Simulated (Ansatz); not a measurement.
CH₇BFNSi (`NB([SiH3])CF`) at its PBE0-D4/def2-TZVP geometry, where that method's forces vanish. Charge 0, multiplicity 1.

```tsv
atom	x (Å)	y (Å)	z (Å)
N1	1.0080	-1.0757	0.7262
B2	0.2201	-0.0959	0.1480
Si3	-1.4504	-0.5864	-0.8836
C4	0.6708	1.4049	0.3229
F5	1.8486	1.5209	1.0682
H6	0.8162	-2.0612	0.6780
H7	1.8421	-0.8364	1.2417
H8	-2.6679	0.0320	-0.2842
H9	-1.6562	-2.0642	-0.9021
H10	-1.3782	-0.1219	-2.2988
H11	0.8467	1.8859	-0.6475
H12	-0.0998	1.9981	0.8310
```

(1) For each bond, give half the difference of the two atoms' forces along it (eV/Å; positive pushes the atoms apart) under PBE-D4, r2SCAN-D4, B3LYP-D4, ωB97M-V in def2-TZVPP. (Estimate.)

Answers

(1) Ansatz gave: 
```json
{"bond": "N1–B2", "length (Å)": "1.384", "PBE-D4": "0.16", "r2SCAN-D4": "0.15", "B3LYP-D4": "0.07", "ωB97M-V": "0.11"}
{"bond": "N1–H6", "length (Å)": "1.005", "PBE-D4": "0.17", "r2SCAN-D4": "-0.02", "B3LYP-D4": "-0.02", "ωB97M-V": "-0.04"}
{"bond": "N1–H7", "length (Å)": "1.009", "PBE-D4": "0.20", "r2SCAN-D4": "-0.02", "B3LYP-D4": "-0.02", "ωB97M-V": "-0.06"}
{"bond": "B2–Si3", "length (Å)": "2.024", "PBE-D4": "-0.19", "r2SCAN-D4": "-0.05", "B3LYP-D4": "0.02", "ωB97M-V": "0.00"}
{"bond": "B2–C4", "length (Å)": "1.577", "PBE-D4": "-0.18", "r2SCAN-D4": "-0.12", "B3LYP-D4": "-0.04", "ωB97M-V": "0.03"}
{"bond": "Si3–H8", "length (Å)": "1.491", "PBE-D4": "0.10", "r2SCAN-D4": "-0.01", "B3LYP-D4": "-0.07", "ωB97M-V": "-0.11"}
{"bond": "Si3–H9", "length (Å)": "1.492", "PBE-D4": "0.10", "r2SCAN-D4": "-0.02", "B3LYP-D4": "-0.06", "ωB97M-V": "-0.10"}
{"bond": "Si3–H10", "length (Å)": "1.491", "PBE-D4": "0.10", "r2SCAN-D4": "-0.01", "B3LYP-D4": "-0.07", "ωB97M-V": "-0.11"}
{"bond": "C4–F5", "length (Å)": "1.399", "PBE-D4": "0.54", "r2SCAN-D4": "0.39", "B3LYP-D4": "0.44", "ωB97M-V": "0.28"}
{"bond": "C4–H11", "length (Å)": "1.097", "PBE-D4": "0.11", "r2SCAN-D4": "-0.04", "B3LYP-D4": "-0.12", "ωB97M-V": "-0.13"}
{"bond": "C4–H12", "length (Å)": "1.097", "PBE-D4": "0.11", "r2SCAN-D4": "-0.04", "B3LYP-D4": "-0.12", "ωB97M-V": "-0.13"}
```

B3LYP here is the variant with VWN-RPA as its local correlation; programs differ in this.
